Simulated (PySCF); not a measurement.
A structure optimised at r2SCAN-D4/def2-SVP, used in a PySCF frequency run:

```
Si
O 1 1.6778
Si 2 1.6512 1 145.20
H 3 1.4905 2 108.93 1 180.00
H 3 1.4965 4 108.84 2 -121.16
H 3 1.4965 4 108.84 5 -117.67
C 1 1.8688 2 106.62 3 180.00
H 7 1.1020 1 110.94 2 -59.80
H 7 1.1020 8 107.65 1 -121.56
H 7 1.1024 8 107.85 9 -116.14
C 1 1.8747 2 108.69 3 60.19
H 11 1.1023 1 111.13 2 58.22
H 11 1.1026 12 107.65 1 122.36
H 11 1.1028 12 107.67 13 115.61
C 1 1.8747 2 108.69 3 -60.19
H 15 1.1023 1 111.13 2 -58.22
H 15 1.1026 16 107.65 1 -122.36
H 15 1.1028 16 107.67 17 -115.61
```

Q: Write its SMILES, formula and point group.

A: C[Si](C)(C)O[SiH3], C3H12OSi2, Cs

Q: What are its rotational constants (standard atomic weights)?

A: 3.0224, 1.2913, 1.2902 GHz
